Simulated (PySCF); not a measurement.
Compound: C₉H₁₆.
Cartesian coordinates in Å at the GFN2-xTB level; atoms count from 1:
```
atom  x, y, z in Å
C1     3.8130    0.4192   -0.6272
C2     2.6447    0.0081    0.2597
C3     1.4799   -0.5457   -0.5673
C4     0.3481   -0.9867    0.3076
C5    -0.8486   -0.4236    0.3709
C6    -1.9676   -0.8872    1.2697
C7    -3.2128   -0.1981    0.7120
C8    -2.6713    1.1333    0.1971
C9    -1.3313    0.7548   -0.4371
H10    4.1800   -0.4347   -1.1932
H11    3.5039    1.1886   -1.3320
H12    4.6314    0.8114   -0.0278
H13    2.9756   -0.7522    0.9711
H14    2.2968    0.8701    0.8338
H15    1.1417    0.2164   -1.2702
H16    1.8383   -1.4027   -1.1455
H17    0.5653   -1.8346    0.9456
H18   -1.7773   -0.5504    2.2928
H19   -2.0566   -1.9733    1.2883
H20   -3.6178   -0.7787   -0.1188
H21   -3.9957   -0.0741    1.4593
H22   -3.3459    1.6195   -0.5065
H23   -2.5054    1.8106    1.0369
H24   -0.6228    1.5831   -0.4260
H25   -1.4766    0.4511   -1.4778
```

NICS = −σ at a ghost point: NICS(0) at the centroid of the ring atoms, NICS(1) 1 Å to either side along the normal of their mean plane, zz for the tensor component along that normal. Level: GIAO PBE0/pcSseg-1 (PySCF, non-relativistic, gas phase) on the GFN2-xTB geometry, one conformer.

Ring bond lengths (Å), with Mayer bond orders in brackets: C5–C6 1.508 (1.03), C6–C7 1.528 (1.02), C7–C8 1.527 (1.03), C8–C9 1.530 (1.03), C9–C5 1.508 (1.01).

**Question.** What do the NICS probes read (ppm)?

**Answer.** 
| ring | type | NICS(0) | NICS(1), two faces | NICS(1)zz, two faces | rms pucker (Å) | centre to ring atoms, mean (Å) |
| --- | --- | --- | --- | --- | --- | --- |
| C5–C6–C7–C8–C9 | 5-membered carbocycle; formal bonds all single | -3.2 | -3.6 / -3.5 | -3.3 / -3.1 | 0.17 | 1.27 |

**Question.** What do they say, and how far can they be read as aromaticity?

**Answer.** 
- C5–C6–C7–C8–C9: mean NICS(1)zz -3.2 ppm, shielded. C6, C7, C8, C9 have four or more neighbours, and the NICS criterion for π rings isn't applied.

**Question.** What are the shieldings of the ring atoms and their hydrogens in the same run (means over atoms taken as equivalent)?

**Answer.** 
| atoms | environment | σ isotropic (ppm) |
| --- | --- | --- |
| C5 | fully substituted alkene carbon | 38.0 |
| C6 | allylic carbon | 149.8 |
| C7 | ring CH2 carbon | 156.7 |
| C8 | ring CH2 carbon | 156.4 |
| C9 | allylic carbon | 154.9 |
| H18 (×2) | methylene hydrogen | 29.29 |
| H20 (×2) | methylene hydrogen | 30.08 |
| H22 (×2) | methylene hydrogen | 30.01 |
| H24 (×2) | methylene hydrogen | 29.36 |

The run took 43 s wall on an x86-64 server with one thread, no GPU, shared host. This is the whole shielding run at PBE0/pcSseg-1, SCF included.
